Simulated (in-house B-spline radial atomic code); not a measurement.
Excitations of F⁵⁺ by several methods

Full response, energies in eV; labels give the largest channel, * marks a mixed state, a dash one above the method's threshold, and an imaginary frequency an unstable closed-shell reference. Computed with a B-spline radial code for spherical atoms: linear response of the closed shell [He] 2s2 with each method's own kernel (bare exchange for TDHF, static screening on G0W0 levels for BSE, the adiabatic kernel for functionals); scalar-relativistic (spin-free one-electron X2C), finite nucleus, no spin-orbit coupling, no double excitations, S, P, D and F terms only.

```csv
method,2s → 2p 3P,2s → 2p 1P,2s → 3s 3S,α (bohr³)
TDHF,6.738,20.864,90.20,0.7855
BSE on G0W0@HF,10.576,22.131,92.70,0.6895
LDA VWN5,10.266,21.299,90.10,0.7389
PBE,?,?,?,?
PBE0,9.137,21.509,90.34,0.7478
B3LYP (VWN-RPA),?,?,?,?
CAM-B3LYP,8.526,21.205,88.94,0.7548
LC-wPBE,9.373,21.655,89.62,0.74
wB97X,8.733,21.290,90.39,0.7841
HSE06,8.997,21.442,90.36,0.7508
BHandHLYP,7.776,21.003,89.26,0.7684
BLYP,8.313,21.286,88.78,0.7495
PBEsol,9.685,21.676,89.89,0.7383
BP86,9.468,21.632,90.72,0.7446
LDA exchange-only,8.864,21.470,88.62,0.7341
B97-1,9.900,21.524,90.40,0.7518
RPBE,9.449,21.846,89.86,0.7392
OLYP,8.748,21.988,88.38,0.7462
```

Problem. What does B3LYP (VWN-RPA) give?

Solution. 2s → 2p 3P: 8.480; 2s → 2p 1P: 21.167; 2s → 3s 3S: 89.33; α: 0.7565 (eV, bohr³).

Problem. What does PBE give?

Solution. 2s → 2p 3P: 9.450; 2s → 2p 1P: 21.660; 2s → 3s 3S: 90.01; α: 0.7374 (eV, bohr³).
